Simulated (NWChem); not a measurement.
Species: CH4OSe; SMILES CO[SeH]

```xyz
7

Se    -0.0215    -0.7434     0.0362
H     -0.4421    -0.8265    -1.3834
O      0.6228     0.9431    -0.0316
C     -0.3417     1.9632     0.0393
H     -0.9828     1.8807     0.9348
H      0.2154     2.9121     0.0879
H     -0.9938     1.9857    -0.8539
```
Atoms are numbered in this order, from 1.

Computed with NWChem. Geometry: optimised at PBE0/def2-SVP.

Problem. Predict the results for PBE0/3-21G. Quantities: highest occupied level (eV); orbital gap (eV); dipole (D).

Solution. 
| Item | Result |
|---|---|
| highest occupied level (eV) | -6.46 |
| orbital gap (eV) | 5.98 |
| dipole (D) | 1.81 |
